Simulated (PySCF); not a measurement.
**Stationary points of TeO2I2**

These are results of PBE0 in PySCF with Te def2-SVP with ECP28, O def2-SVP, I def2-SVP with ECP28; scalar-relativistic core potentials, no spin–orbit coupling; density-fitted integrals, not measurements.

Relaxations began from a few typed shapes. The search is not exhaustive: other isomers or separated fragments can lie lower, and high-lying points may rest on an excited occupation.

```csv
spin,group,bonds,angles,imaginary modes (cm⁻¹),ΔE (kJ/mol),ΔE with ZPE (kJ/mol)
singlet,C2v,"Te–I 2.724 Å (×2), Te–O 1.807 Å (×2)","I–Te–I 100.9°, I–Te–O 108.0° (×4), O–Te–O 121.9°",none,0.0,0.0
singlet,D2h,"Te–I 2.761 Å (×2), Te–O 1.828 Å (×2)","I–Te–I 180.0°, I–Te–O 90.0° (×4), O–Te–O 180.0°",104i,157.9,–
singlet,C2v,"Te–I 2.840 Å (×2), Te–O 1.820 Å (×2)","I–Te–I 84.5°, I–Te–O 85.4° (×2), I–Te–O 170.0° (×2), O–Te–O 104.6°",126i,179.6,–
singlet,C2v,"Te–I 2.886 Å (×2), Te–O 1.865 Å (×2)","I–Te–I 143.5°, I–Te–O 78.3° (×4), O–Te–O 99.5°","243i, 157i, 130i",187.5,–
```

The lowest minimum found is the singlet C2v: Te–I 2.724 Å (×2), Te–O 1.807 Å (×2); I–Te–I 100.9°, I–Te–O 108.0° (×4), O–Te–O 121.9°.

Counting electrons, tellurium keeps none of its valence electrons outside its bonds, so the VSEPR class is AX4 and the expected shape is tetrahedral; with unlike ligands the computed point group is C2v.
